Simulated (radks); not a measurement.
The iridium ion Ir0.75+, configuration [Xe] 4f14 6s2 5d(up 3.25, down 3) (fractional occupations, a model configuration).

Calculated with a radial shooting solver on a logarithmic mesh with Libxc functionals: scalar-relativistic Kohn-Sham, LDA (Slater exchange, Perdew-Wang correlation), spin-polarised, spherical densities, finite nucleus; Fermi nuclear charge, rms radius 5.4032 fm.

Energy parts (eV):
part                       energy
total                  -484737.02
kinetic                 538532.65
electron-nucleus      -1202214.38
Hartree                 188079.12
exchange-correlation     -9134.40

Orbitals (lengths in bohr, moments of r in powers of bohr):
orbital,occ.,eigenvalue (eV),<1/r>
1s up,1,-76046.70,92.08
1s down,1,-76046.70,92.08
2s up,1,-13312.60,21.57
2s down,1,-13312.58,21.57
2p up,3,-11575.02,19.35
2p down,3,-11575.00,19.35
3s up,1,-3119.900,7.994
3s down,1,-3119.892,7.994
3p up,3,-2611.570,7.334
3p down,3,-2611.562,7.334
3d up,5,-2049.911,6.916
3d down,5,-2049.899,6.916
4s up,1,-671.5669,3.418
4s down,1,-671.5507,3.418
4p up,3,-504.7047,3.095
4p down,3,-504.6883,3.095
4d up,5,-299.4260,2.766
4d down,5,-299.4066,2.766
5s up,1,-106.7304,1.382
5s down,1,-106.6169,1.383
4f up,7,-71.0890,2.317
4f down,7,-71.0595,2.317
5p up,3,-63.3059,1.172
5p down,3,-63.1693,1.173
5d up,3.25,-15.0763,0.7995
5d down,3,-14.9334,0.7988
6s up,1,-12.7707,0.4746
6s down,1,-12.6948,0.4733

The highest occupied level is 6s down at -12.695 eV. Spin moment in Bohr magnetons: 0.25. The electron density at the nucleus is 1.94e+06 e/bohr^3 (large components only). The density falls to 0.001 e/bohr^3 at r = 4.27 bohr.
